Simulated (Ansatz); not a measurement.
Cost and result for the atomization energy of `OB(O)S[SiH3]` (10 atoms, 9 bonds).

```xyz
10

O     0.8612    0.9939   -1.1996
B    -0.3349    0.3642   -1.2741
O    -1.1312    0.6839   -2.3235
S    -0.9400   -0.9162   -0.0744
Si    0.2952   -0.5628    1.6238
H     1.4445    0.6673   -0.5103
H    -1.9912    0.2606   -2.3019
H     0.2235   -1.7702    2.4783
H     1.7086   -0.3533    1.1927
H    -0.1356    0.6326    2.3889
```

The species carries charge 0 and has multiplicity 1. All single points use the PBE0-D4/def2-TZVP geometry. It is one conformer, not always the lowest. Program: Ansatz. All runs use 4 threads of an Arm Neoverse V1 on a shared host. Times are those of one run each, without the atoms' runs, and a repeat can differ threefold. Electronic energies, without spin–orbit coupling; frozen cores. CCSD(T)/CBS adds CCSD(T) − MP2 in def2-TZVPP to the MP2 limit, and its time is that of the two runs behind it. T1 = 0.013. HSE06 is the plane-wave form, built on full-range PBE exchange.

CCSD(T)/CBS is a level of theory with its own doubt, some kJ/mol a heavy atom from the limit and from the frozen cores, so smaller differences don't rank the functionals.

| level | functions | wall time |
| --- | --- | --- |
| LDA (SPW92)/def2-TZVPP | 247 | 1.2 s |
| revPBE-D4/def2-TZVPP | 247 | 2.1 s |
| BLYP-D4/def2-TZVPP | 247 | 2.1 s |
| HSE06-D4/def2-TZVPP | 247 | 3.4 s |
| CCSD(T)/def2-SVP | 103 | 4 s |
| r2SCAN-D4/def2-TZVPP (with forces) | 247 | 4.9 s |
| B2PLYP/def2-TZVPP | 247 | 5.5 s |
| PBE-QIDH/def2-TZVPP | 247 | 5.5 s |
| r2SCANh-D4/def2-TZVPP | 247 | 5.5 s |
| ωB97X-V/def2-TZVPP | 247 | 8 s |
| MP2/def2-QZVPP | 461 | 20 s |
| CCSD(T)/def2-TZVPP | 247 | 2.2 min |
| CCSD(T)/CBS(def2) | – | 2.5 min |

**Question.** What atomization energy does each give, and how far from CCSD(T)/CBS? (Estimate.)

**Answer.** The calculation gave: 
| level | atomization (kJ/mol) | difference from CCSD(T)/CBS | per bond |
| --- | --- | --- | --- |
| LDA (SPW92)/def2-TZVPP | 4271.2 | 541.1 | 60.1 |
| revPBE-D4/def2-TZVPP | 3684.8 | -45.3 | -5.0 |
| BLYP-D4/def2-TZVPP | 3710.5 | -19.6 | -2.2 |
| HSE06-D4/def2-TZVPP | 3712.1 | -18.0 | -2.0 |
| CCSD(T)/def2-SVP | 3490.0 | -240.1 | -26.7 |
| r2SCAN-D4/def2-TZVPP (with forces) | 3750.4 | 20.3 | 2.3 |
| B2PLYP/def2-TZVPP | 3679.1 | -51.0 | -5.7 |
| PBE-QIDH/def2-TZVPP | 3692.1 | -38.0 | -4.2 |
| r2SCANh-D4/def2-TZVPP | 3721.7 | -8.4 | -0.9 |
| ωB97X-V/def2-TZVPP | 3740.4 | 10.3 | 1.1 |
| MP2/def2-QZVPP | 3772.2 | 42.1 | 4.7 |
| CCSD(T)/def2-TZVPP | 3623.0 | -107.1 | -11.9 |
| CCSD(T)/CBS(def2) | 3730.1 | 0.0 | 0.0 |

At CCSD(T), def2-SVP lies −240.1 kJ/mol from the extrapolated value and def2-TZVPP −107.1 kJ/mol: correlation converges slowly with the basis, and small sets miss more of it in the bonded molecule than in its fragments. From r2SCAN to r2SCAN0 (25 % exact exchange), in def2-TZVPP and without D4, the atomization energy moves by −70.7 kJ/mol: exact exchange takes away binding that semilocal exchange gives to molecules. Leaving LDA and LC-ωPBE aside and taking each functional with its dispersion term where it has one, the values, not all of them listed here, spread over 175.6 kJ/mol, from BHLYP-D4 to PBE-D4. LDA lies +514.3 kJ/mol from PBE without D4, its usual overbinding.
